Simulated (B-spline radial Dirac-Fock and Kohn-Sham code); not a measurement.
# Run log: Cr²⁺

ΔSCF core binding energies without Breit or QED terms, calculated with a B-spline atomic structure program. Keys: rel is the Hamiltonian (dirac, or spin-free x2c and nr, where L3 and M5 stand for the whole 2p and 3d shells), method is hf or an exchange,correlation pair (spin-unpolarised, also for the hole states), nuc the nuclear model, radius_factor scales its radius, rmax is the box in bohr, h the logarithmic mesh step, order the B-spline order, points the quadrature points per cell, c_factor scales the speed of light, and damp, ndamp, maxit and tol steer the iteration. The run stops when the commutator error falls below 10·tol·max(1, Z/10), or the numerical noise floor, and the energy has settled to about 1e-8 Ha; the virial ratio is −V/T.

Input (task.json):

```json
{"items": [{"Z": 24, "q": 2, "cfg": [[1, 0, 2], [2, 0, 2], [2, 1, 6], [3, 0, 2], [3, 1, 6], [3, 2, 4]], "A": 52, "rrms": 3.6452, "do": "settings", "holes": ["K", "L3", "M5"],
  "settings": [{"rel": "dirac", "method": "hf", "nuc": "fermi", "radius_factor": 1.0, "rmax": 45.0, "h": 0.3, "order": 8, "points": 10, "c_factor": 1.0, "maxit": 60, "damp": 0.2, "ndamp": 3, "tol": 1e-08}]}]}
```

Command: `python xray2_run.py task.json out`

Ground-state iterations:

```
iter   energy (Ha)        error
   1    -1039.44448784  8.80e-01
   2    -1045.82310682  4.84e-01
   3    -1048.66745953  1.18e-01
   4    -1048.86499425  3.94e-02
   5    -1048.88024031  2.89e-02
   6    -1048.89422329  5.75e-04
   7    -1048.89422549  2.53e-05
   8    -1048.89422550  6.01e-06
   9    -1048.89422550  4.87e-07
  10    -1048.89422550  6.43e-08
```

The ground state converged in 10 iterations, with total energy -1048.89423 Ha, virial ratio 1.98766 and highest orbital energy -30.75 eV. ΔSCF binding energies: K (1s) 6029.6 eV, L3 (2p3/2) 607.9 eV. Holes are computed only in closed shells, and unreliable hole states are left out.
